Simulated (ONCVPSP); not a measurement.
## How hard is this iodine ONCV potential?

```json
{
  "Element": "I (Z = 53)",
  "Generator": "ONCVPSP 4.0.1",
  "Type": "optimised norm-conserving Vanderbilt (ONCV)",
  "Functional": "LDA (Perdew-Wang 92)",
  "Relativity": "scalar-relativistic",
  "Frozen core": "[Ar] 3d10",
  "Valence charge": "25",
  "Reference configuration": "4s2 4p6 4d10 5s2 5p4 (charge +1)",
  "Partial waves": "4s+5s: rc 1.35 bohr, ncon 3, nbas 7, qcut 7.9 1/bohr, 2 projectors; 4p+5p: rc 1.20 bohr, ncon 4, nbas 8, qcut 12.7 1/bohr, 2 projectors; 4d: rc 1.00 bohr, ncon 5, nbas 8, qcut 10.7 1/bohr, 1 projector; f scattering state at 0.35 Ha: rc 1.05 bohr, ncon 5, nbas 8, qcut 12.3 1/bohr, 1 projector",
  "Local potential": "polynomial inside 0.70 bohr (lpopt 5, dvloc0 6 Ha)",
  "Core correction": "none"
}
```

Q: For each optimised wave give the share of its norm inside rc, the residual kinetic energy above qcut (Ha) and the cutoffs (Ha) for errors of 10, 1, 0.1 and 0.01 mHa per electron.

A:

```tsv
wave	norm inside rc	residual KE	10 mHa	1 mHa	0.1 mHa	0.01 mHa
4s	0.982	1.9e-05	10.9	19.4	26.7	62.5
5s	0.167	1.2e-04	11.1	24.7	31.9	101.7
4p	0.919	1.5e-07	23.6	49.3	60.5	68.3
5p	0.057	2.6e-07	19.4	43.5	58.5	68.4
4d	0.642	7.9e-04	45.2	56.0	98.2	186.0
f projector 1	0.156	2.8e-03	65.4	117.0	216.1	244.3
```

The occupied waves need 56 Ha and 98 Ha for 1 and 0.1 mHa. Note: no bound ghost flagged; GHOST(+) flagged for s at 49.1 eV.
